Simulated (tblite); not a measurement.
Input of a run (GFN2-xTB geometry optimisation, gas phase (tblite 0.8.0)), started from a force field or distance geometry:
```
{"job": {"kind": "relax", "xc": "GFN2-xTB", "basis": "xTB"}, "charge": 0, "multiplicity": 2}
C      3.414300    -0.256600    -0.386700
C      2.208400    -0.203700    -0.533800
C      0.759500    -0.146600    -0.704900
C      0.215100     1.270500    -0.390300
O     -1.198300     1.338700    -0.608500
C     -1.989700     0.775000     0.435900
C     -1.850400    -0.702900     0.514400
F     -2.909400    -1.473800     0.825100
Si    -0.188600    -1.439400     0.325700
H      4.460300    -0.296500    -0.261900
H      0.503700    -0.367400    -1.756700
H      0.444700     1.578600     0.645200
H      0.681400     1.995200    -1.040400
H     -3.024800     1.022900     0.219400
H     -1.734700     1.260300     1.395200
H      0.431600    -1.593300     1.676600
H     -0.230000    -2.749100    -0.364200
```

Output (eV, eV/Å):
```
step      E/eV     max force
  0    -742.88722    1.823
  1    -742.88678    4.030
  2    -742.96297    0.436
  3    -742.97827    0.385
  4    -743.00092    0.316
  5    -743.00818    0.249
  6    -743.01590    0.155
  7    -743.01948    0.127
  8    -743.02195    0.134
  9    -743.02355    0.121
 10    -743.02537    0.098
 11    -743.02711    0.127
 12    -743.02868    0.109
 13    -743.02990    0.092
 14    -743.03095    0.082
 15    -743.03193    0.075
 16    -743.03279    0.081
 17    -743.03346    0.063
 18    -743.03405    0.062
 19    -743.03472    0.065
 20    -743.03558    0.083
 21    -743.03660    0.088
 22    -743.03763    0.088
 23    -743.03859    0.078
 24    -743.03947    0.074
 25    -743.04031    0.075
 26    -743.04107    0.059
 27    -743.04176    0.056
 28    -743.04245    0.060
 29    -743.04322    0.066
 30    -743.04399    0.065
 31    -743.04467    0.052
 32    -743.04525    0.050
 33    -743.04587    0.067
 34    -743.04660    0.070
 35    -743.04735    0.069
 36    -743.04808    0.069
 37    -743.04884    0.079
 38    -743.04979    0.083
 39    -743.05104    0.083
 40    -743.05237    0.090
 41    -743.05333    0.070
 42    -743.05391    0.051
 43    -743.05440    0.055
 44    -743.05489    0.066
 45    -743.05506    0.094
 46    -743.05557    0.045
 47    -743.05580    0.050
 48    -743.05626    0.052
 49    -743.05667    0.070
 50    -743.05733    0.066
 51    -743.05774    0.041
 52    -743.05799    0.037
 53    -743.05817    0.033
 54    -743.05836    0.032
 55    -743.05856    0.033
 56    -743.05872    0.030
 57    -743.05885    0.030
 58    -743.05899    0.032
 59    -743.05912    0.028
 60    -743.05920    0.023
 61    -743.05926    0.024
 62    -743.05932    0.023
 63    -743.05938    0.021
 64    -743.05945    0.020
 65    -743.05952    0.021
 66    -743.05958    0.020
 67    -743.05964    0.017
 68    -743.05969    0.013
 69    -743.05972    0.011
 70    -743.05974    0.012
 71    -743.05976    0.015
 72    -743.05980    0.018
 73    -743.05984    0.014
 74    -743.05987    0.014
 75    -743.05989    0.013
 76    -743.05991    0.013
 77    -743.05995    0.017
 78    -743.05998    0.015
 79    -743.06002    0.014
 80    -743.06006    0.014
 81    -743.06012    0.020
 82    -743.06021    0.025
 83    -743.06030    0.019
 84    -743.06036    0.023
 85    -743.06042    0.023
 86    -743.06047    0.020
 87    -743.06055    0.021
 88    -743.06062    0.020
 89    -743.06068    0.016
 90    -743.06073    0.018
 91    -743.06079    0.028
 92    -743.06087    0.031
 93    -743.06094    0.024
 94    -743.06100    0.018
 95    -743.06104    0.015
 96    -743.06109    0.018
 97    -743.06117    0.022
 98    -743.06124    0.018
 99    -743.06127    0.011
100    -743.06129    0.009
```

Problem. Summarise the run.

Solution. The energy falls by 0.174 eV over 100 L-BFGS steps, the largest force on an atom goes from 1.82 to 0.009 eV/Å, and the atoms move by 0.249 Å rms after alignment. The bond that changes most is C7–Si9 (ends: carbon bonded to C, F and Si; silicon bonded to 2 C and 2 H), which lengthens by 0.029 Å. Bonds longer at the end by more than 0.005 Å: 6 of 17; shorter: 10. Among the angles that change most is C6–C7–F8, from 120.5° to 113.5°. Among the dihedrals that turn most is H15–C6–C7–F8, from 93° to 66°. The energy rose by more than 1e-5 eV at step 1.

Problem. What are the final bond lengths?

Solution. C1≡C2 1.197 Å, C2–C3 1.442 Å, C3–C4 1.537 Å, C4–O5 1.413 Å, O5–C6 1.400 Å, C6–C7 1.485 Å, C7–F8 1.352 Å, C7–Si9 1.856 Å, C3–Si9 1.920 Å, C1–H10 1.049 Å, C3–H11 1.095 Å, C4–H12 1.099 Å, C4–H13 1.095 Å, C6–H14 1.098 Å, C6–H15 1.111 Å, Si9–H16 1.469 Å, Si9–H17 1.466 Å. Numbering counts from 1 in the input's order; the species is `C#C[C@@H]1COC[C](F)[SiH2]1` [radical].

Its GFN2-xTB frequencies are all real (lowest 35 cm⁻¹). 3 starts were optimised and ended at 0.00, 0.00 and 1.49 kcal/mol (GFN2-xTB); the lowest of these is shown.

One conformer stands for the species.

All values are computed, not measured.
